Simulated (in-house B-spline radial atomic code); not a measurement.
## LDA VWN5 excitations of the oxygen ion O⁶⁺

Method: LDA VWN5. Computed with a B-spline radial code for spherical atoms: linear response of the closed shell 1s2 with the functional's adiabatic kernel; scalar-relativistic (spin-free one-electron X2C), finite nucleus, no spin-orbit coupling, no double excitations, S, P, D and F terms only.

Command:
```bash
python run_td.py task.json out
```
Settings (radii: box in bohr, nucleus in fm):
```
Z                        8
electrons                2
configuration            1s2
hamiltonian              x2c
method                   lda,vwn
box_radius               14.35
rms_radius               2.6991
intervals                72
```

Time taken, with all properties: 0.1 s on 1 thread of Intel(R) Xeon(R) Platinum 8488C (Sapphire Rapids), on a shared host.

The lowest states, in the order of their Tamm-Dancoff energies; the method's threshold (minus the highest occupied level) is 687.71 eV. Labels give the largest channel, * marks a mixed state, and oscillator strengths are full-response dipole values. Semilocal kernels can invert the small singlet-triplet splittings of Rydberg terms. Energies in eV:

```json
{"state": "1s → 2s 3S", "full response": "541.28", "Tamm-Dancoff": "541.30", "oscillator strength": "-"}
{"state": "1s → 2s 1S", "full response": "548.01", "Tamm-Dancoff": "548.11", "oscillator strength": "-"}
{"state": "1s → 2p 3P", "full response": "550.01", "Tamm-Dancoff": "550.03", "oscillator strength": "-"}
{"state": "1s → 2p 1P", "full response": "554.26", "Tamm-Dancoff": "554.29", "oscillator strength": "0.627"}
{"state": "1s → 3s 3S", "full response": "627.03", "Tamm-Dancoff": "627.04", "oscillator strength": "-"}
{"state": "1s → 3s 1S", "full response": "628.71", "Tamm-Dancoff": "628.74", "oscillator strength": "-"}
{"state": "1s → 3p 3P", "full response": "629.68", "Tamm-Dancoff": "629.69", "oscillator strength": "-"}
{"state": "1s → 3p 1P", "full response": "?", "Tamm-Dancoff": "?", "oscillator strength": "?"}
{"state": "1s → 3d 1D", "full response": "632.19", "Tamm-Dancoff": "632.19", "oscillator strength": "-"}
{"state": "1s → 3d 3D", "full response": "?", "Tamm-Dancoff": "?", "oscillator strength": "-"}
```

Where does 1s → 3p 1P lie?

At 630.80 eV in full response, 630.81 eV in Tamm-Dancoff, oscillator strength 0.126.

Where does 1s → 3d 3D lie?

At 632.30 eV in full response, 632.30 eV in Tamm-Dancoff.

How large is the singlet-triplet splitting of 1s → 2s (S terms) in Tamm-Dancoff?

6.81 eV, from the unrounded values.

What polarisabilities and dispersion coefficient does the method give?

Dipole 0.002751 bohr³, quadrupole 0.0001754 bohr⁵, C6 0.0001366 hartree·bohr⁶ for two such species.
